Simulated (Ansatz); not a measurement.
One geometry of Cl₂H₂S₂Si (`S[Si](S)(Cl)Cl`), several functionals.

```yaml
crystal:
  periodic: [false, false, false]
  atoms:
    - {symbol: S, position_ang: [-1.995582, 0.316381, 0.567288]}
    - {symbol: Si, position_ang: [0.054663, 0.388011, 0.076816]}
    - {symbol: S, position_ang: [0.921631, -1.486415, 0.522157]}
    - {symbol: Cl, position_ang: [0.399139, 0.838892, -1.887382]}
    - {symbol: Cl, position_ang: [0.822646, 1.911473, 1.192837]}
    - {symbol: H, position_ang: [-2.230417, -0.714833, -0.264685]}
    - {symbol: H, position_ang: [2.027911, -1.253511, -0.207031]}
basis:
  gaussian: {orbitals: def2-TZVPP}
hamiltonian: {xc: pbe0, dispersion: d4}
output: {orbitals: {seedname: orbitals}}
```

```sh
$ ansatz run in.yaml --threads 2 --pin off --events-out ev --progress --plain --max-ram 22528MiB --backend cpu
```

Output, abridged:

```
Functional definition: PBE0
1689 factors; their error is unknown
mean field evaluation 1: about -54612.7603 eV, gradient 2.0e1 eV
mean field evaluation 2: about -54613.1758 eV, gradient 1.7e1 eV
mean field evaluation 4: about -54613.6929 eV, gradient 1.2e0 eV
mean field evaluation 8: about -54613.7952 eV, gradient 1.6e-1 eV
mean field evaluation 16: about -54613.7953 eV, gradient 3.2e-5 eV
mean field -54613.79527367 eV, -2007.0199577474 hartree, gradient 3.2e-5 eV, S^2 0.000000; 0 other end points of the search recorded, 0 dependent functions left out
reference -54613.79530231 eV, -2007.0199587999 hartree; 41, 41 occupied and 197, 197 virtual orbitals, 1689 factors
Total energy: -54614.07947642 eV, -2007.0304020057 hartree
```

Hardware: 2 threads of an AMD EPYC 7R13 on a shared host. Wall time 6 s, peak host memory 0.96 GiB.

The same input with `hamiltonian: {xc: r2scan, dispersion: d4}` and forces (abridged; 7.5 s):

```
Functional definition: r2SCAN
mean field evaluation 16: about -54629.1172 eV, gradient 9.6e-5 eV
mean field -54629.11717559 eV, -2007.5830272572 hartree, gradient 1.3e-5 eV, S^2 0.000000
Total energy: -54629.19131115 eV, -2007.5857516889 hartree
Atom 0 force    -0.069506     0.005311     0.032770 eV/Å
Atom 1 force    -0.002728    -0.016918     0.000058 eV/Å
Atom 2 force     0.019718    -0.079642     0.022649 eV/Å
Atom 3 force     0.017928     0.023487    -0.101408 eV/Å
Atom 4 force     0.025986     0.072737     0.054624 eV/Å
Atom 5 force    -0.002124    -0.006159    -0.005599 eV/Å
Atom 6 force     0.010727     0.001184    -0.003093 eV/Å
Dipole moment:     0.025712    -0.227218    -0.132359 e Å
```

With the line `hamiltonian: {xc: {name: B3LYP}, dispersion: d4}` and forces (abridged; 8 s):

```
Functional definition: B3LYP
mean field -54634.88133463 eV, -2007.7948561952 hartree, gradient 6.2e-5 eV, S^2 0.000000
Total energy: -54635.42652795 eV, -2007.8148916799 hartree
Atom 0 force    -0.187392    -0.038801     0.015897 eV/Å
Atom 1 force    -0.022289    -0.027551     0.022146 eV/Å
Atom 2 force     0.108768    -0.155298     0.019206 eV/Å
Atom 3 force     0.034873     0.054775    -0.243113 eV/Å
Atom 4 force     0.099327     0.190117     0.146613 eV/Å
Atom 5 force    -0.036819     0.012335     0.018765 eV/Å
Atom 6 force     0.003532    -0.035578     0.020487 eV/Å
Dipole moment:     0.020391    -0.226445    -0.123422 e Å
```

B3LYP takes the VWN-RPA correlation (the form of Gaussian; ORCA's B3LYP/G).
